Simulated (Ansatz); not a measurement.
Cost and result for the atomization energy of CH7OSbSi, SMILES `C[O][SbH][SiH3]` (11 atoms, 10 bonds).

```csv
atom,x (Å),y (Å),z (Å)
C1,1.547,1.638,-0.346
O2,0.469,0.758,-0.542
Sb3,0.707,-1.108,0.078
Si4,-1.843,-1.489,0.001
H5,1.707,1.865,0.717
H6,2.491,1.252,-0.758
H7,1.314,2.574,-0.861
H8,0.601,-0.749,1.762
H9,-2.562,-0.359,0.640
H10,-2.280,-1.628,-1.413
H11,-2.152,-2.755,0.721
```

Charge 0, multiplicity 1. Correlated methods include outer-core shells of Sb, which these sets cover unevenly. Sb: def2 effective core potential. The structure was optimised at the PBE0-D4/def2-TZVP level. It is one conformer, not always the lowest. Program: Ansatz. All runs use 4 threads of an Arm Neoverse V1 on a shared host. Times are those of one run each, without the atoms' runs, and a repeat can differ threefold. Electronic energies, without spin–orbit coupling; frozen cores. CCSD(T)/CBS adds CCSD(T) − MP2 in def2-TZVPP to the MP2 limit, and its time is that of the two runs behind it. T1 = 0.014. With those shells the extrapolation isn't a true limit. B3LYP takes the VWN-RPA correlation (the form of Gaussian; ORCA's B3LYP/G).

CCSD(T)/CBS is a level of theory with its own doubt, some kJ/mol a heavy atom from the limit and from the frozen cores, so smaller differences don't rank the functionals.

```tsv
level	functions	wall time
BLYP-D4/def2-TZVPP	252	2.2 s
revPBE-D4/def2-TZVPP	252	2.3 s
PBE-D4/def2-TZVPP (with forces)	252	2.9 s
BHLYP-D4/def2-TZVPP	252	3.4 s
CAM-B3LYP-D4/def2-TZVPP	252	4 s
B3LYP-D4/def2-TZVPP (with forces)	252	5.5 s
r2SCAN-D4/def2-TZVPP (with forces)	252	6 s
r2SCANh-D4/def2-TZVPP	252	6 s
CCSD(T)/def2-SVP	107	8 s
B97M-V/def2-TZVPP	252	12 s
MP2/def2-QZVPP	476	25 s
CCSD(T)/def2-TZVPP	252	4.2 min
CCSD(T)/CBS(def2)	–	4.7 min
```

(1) What atomization energy does each give, and how far from CCSD(T)/CBS? (An estimate is asked.)

Results:

(1) Ansatz gave: 
```
                             level  atomization (kJ/mol)  difference from CCSD(T)/CBS  per bond
                BLYP-D4/def2-TZVPP                3410.8                          0.2       0.0
              revPBE-D4/def2-TZVPP                3356.0                        -54.6      -5.5
   PBE-D4/def2-TZVPP (with forces)                3430.3                         19.7       2.0
               BHLYP-D4/def2-TZVPP                3313.7                        -96.9      -9.7
           CAM-B3LYP-D4/def2-TZVPP                3416.5                          5.9       0.6
 B3LYP-D4/def2-TZVPP (with forces)                3411.7                          1.1       0.1
r2SCAN-D4/def2-TZVPP (with forces)                3390.6                        -20.0      -2.0
             r2SCANh-D4/def2-TZVPP                3366.6                        -44.0      -4.4
                  CCSD(T)/def2-SVP                3137.6                       -273.0     -27.3
                 B97M-V/def2-TZVPP                3424.6                         14.0       1.4
                    MP2/def2-QZVPP                3358.7                        -51.9      -5.2
                CCSD(T)/def2-TZVPP                3302.6                       -108.0     -10.8
                 CCSD(T)/CBS(def2)                3410.6                          0.0       0.0
```

In def2-TZVPP, CCSD(T) changes the Hartree–Fock value by +923.0 kJ/mol (the triples alone add +49.6 kJ/mol) and MP2 by +913.8 kJ/mol; breaking electron pairs costs correlation energy, which Hartree–Fock lacks. The D4 term adds +38.7 kJ/mol with B3LYP and +20.3 kJ/mol with PBE0; it sums over pairs of atoms, weighted by their polarisabilities, and B3LYP, whose exchange is more repulsive, gets the larger term. At CCSD(T), def2-SVP lies −273.0 kJ/mol from the extrapolated value and def2-TZVPP −108.0 kJ/mol: correlation converges slowly with the basis, and small sets miss more of it in the bonded molecule than in its fragments.
